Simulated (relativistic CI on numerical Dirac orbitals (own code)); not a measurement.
**Energy levels of Rh²⁹⁺**

Method of calculation: Dirac-Coulomb-Breit CI, orbitals from a KLI potential per configuration, model QED (radiative potential, 1s self-energy scaled to tabulated hydrogen-like ionisation energies), unscaled Slater integrals (own radial code, finite nucleus).

Configurations in the expansion (outside the closed core [Ne]): 3s²3p⁴, 3s3p⁵, 3s²3p³3d, 3p⁶, 3s3p⁴3d, 3p⁵3d, 3s3p³3d², 3s²3p²3d4p, 3p⁵4s, 3s3p³3d4s, 3s²3p³4s, 3p⁵4p, 3s²3p²3d², 3s²3p3d³, 3s3p²3d³, 3s²3p3d²4s, 3p⁴3d², 3p³3d³, 3p³3d²4s, 3s²3p²3d4s, 3s3p²3d²4s, 3s²3p3d4s². Double excitations out of closed p, d and f shells are left out; levels of such configurations are missing from the list, as are those of other unlisted configurations, and high levels can miss mixing partners.

The lowest level is 3s²3p⁴ ³P2, with 75 % of that term; Hund's rules for 3s²3p⁴ give ³P with J = 2, in agreement.

```tsv
No.	Configuration	Term	J	E (cm⁻¹)	%	Landé g
1	3s²3p⁴	³P	2	0	75	1.379
2	3s²3p⁴	¹S	0	77002	50	
3	3s²3p⁴	³P	1	247894	98	1.497
4	3s²3p⁴	¹D	2	295489	75	1.114
5	3s²3p⁴	³P	0	578337	50	
6	3s3p⁵	³P°	2	895574	70	1.486
7	3s3p⁵	³P°	1	946543	26	1.288
8	3p³(2D°)3d	³F°	2	982311	32	1.054
9	3p³(4S°)3d	⁵D°	0	995614	53	
10	3p³(4S°)3d	⁵D°	3	997455	37	1.259
11	3p³(4S°)3d	⁵D°	4	1046297	51	1.345
12	3p³(4S°)3d	⁵D°	1	1057688	45	1.398
13	3p³(4S°)3d	⁵D°	2	1091860	41	1.324
14	3p³(2D°)3d	³G°	3	1145271	32	1.079
15	3s3p⁵	³P°	0	1149500	62	
16	3p³(4S°)3d	³D°	1	1183169	59	0.827
17	3p³(2D°)3d	³D°	1	1187382	31	1.025
18	3p³(2D°)3d	³F°	2	1201731	47	0.973
19	3p³(2D°)3d	¹S°	0	1214299	55	
20	3p³(2D°)3d	³F°	3	1226070	61	1.136
21	3p³(2D°)3d	³D°	3	1253574	64	1.269
22	3p³(2D°)3d	³D°	1	1261259	61	0.752
23	3p³(2D°)3d	³G°	4	1265453	63	1.181
24	3p³(2D°)3d	³F°	4	1283715	48	1.175
25	3p³(2D°)3d	³F°	4	1316435	47	1.129
26	3p³(2P°)3d	³F°	2	1323022	44	0.926
27	3p³(2D°)3d	³G°	5	1333691	98	1.196
28	3p³(2D°)3d	³S°	1	1379795	26	1.365
29	3p³(2D°)3d	³P°	0	1395005	49	
30	3p³(2P°)3d	³D°	2	1404651	51	1.236
31	3p³(2P°)3d	³P°	2	1415213	41	1.202
32	3p³(4S°)3d	³D°	3	1423522	59	1.164
33	3p³(2D°)3d	³D°	3	1437591	39	1.159
34	3p³(2D°)3d	³D°	2	1453829	36	1.118
35	3p³(2D°)3d	³P°	1	1457698	50	1.347
36	3p³(2D°)3d	¹F°	3	1478472	46	1.081
37	3p³(2D°)3d	³S°	1	1503660	39	1.399
38	3p³(2D°)3d	¹D°	2	1545306	41	1.149
39	3p³(2P°)3d	¹P°	1	1545512	39	0.945
40	3p³(2P°)3d	³F°	4	1598156	56	1.202
41	3p³(2P°)3d	³P°	2	1619729	48	1.283
42	3p³(2D°)3d	³P°	0	1654224	71	
43	3p³(2P°)3d	³P°	1	1669008	32	1.205
44	3p³(2P°)3d	³D°	3	1677260	45	1.175
45	3p³(2D°)3d	¹D°	2	1711877	43	1.042
46	3p³(2P°)3d	¹F°	3	1714234	63	1.063
47	3s3p⁴(3P)<4P>3d	⁵D	2	1821143	55	1.478
48	3s3p⁴(3P)<4P>3d	⁵D	3	1822679	62	1.442
49	3s3p⁴(3P)<4P>3d	⁵D	1	1837429	44	1.666
50	3s3p⁴(3P)<4P>3d	⁵D	4	1846612	60	1.433
51	3p³(2P°)3d	¹P°	1	1863391	51	0.909
52	3s3p⁴(3P)<4P>3d	⁵D	0	1877884	50	
53	3p⁶	¹S	0	1893049	41	
54	3s3p⁴(3P)<4P>3d	⁵F	5	1927464	79	1.364
55	3s3p⁴(3P)<4P>3d	³F	4	1943177	46	1.248
56	3p²(1S)3d²(3F)	³F	2	1945728	16	1.034
57	3s3p⁴(3P)<4P>3d	⁵P	1	1946727	34	1.536
58	3s3p⁴(1S)<2S>3d	³D	2	1981100	27	1.321
59	3s3p⁴(3P)<4P>3d	⁵F	3	1991682	36	1.152
60	3s3p⁴(3P)<4P>3d	⁵F	1	2005787	31	0.920
61	3s3p⁴(3P)<4P>3d	³P	1	2017036	33	0.989
62	3s3p⁴(3P)<4P>3d	³P	0	2036720	41	
63	3s3p⁴(3P)<4P>3d	⁵F	4	2042285	26	1.224
64	3s3p⁴(3P)<4P>3d	³F	3	2046467	31	1.128
65	3s3p⁴(3P)<4P>3d	⁵F	2	2047770	40	0.874
66	3s3p⁴(3P)<4P>3d	³D	2	2056316	22	1.117
67	3s3p⁴(3P)<4P>3d	⁵P	3	2058490	44	1.423
68	3s3p⁴(1D)<2D>3d	³D	1	2071975	39	0.914
69	3p²(3P)3d²(3F)	⁵G	3	2092891	19	1.109
70	3p²(3P)3d²(3P)	³P	0	2098008	39
```

Energies count from the lowest computed level; ° marks odd parity. Percentages are summed over parent terms; the parents shown are those of the largest component, closed shells are left out there, and <> holds an intermediate term.

The mean weight of the leading LS term, summed over parents, in these 70 levels is 47 %, and that of the leading jj configuration (from the same eigenvectors) 63 %, so jj coupling describes them better and the LS labels are nominal.

At this charge energies of transitions that change n are usually good to better than 1 %, and those within a shell (Δn = 0) to a few per cent.

LS names give the leading component of a level, which can be under half, so a name can repeat, a term be missing and a line seem to break the LS rules.
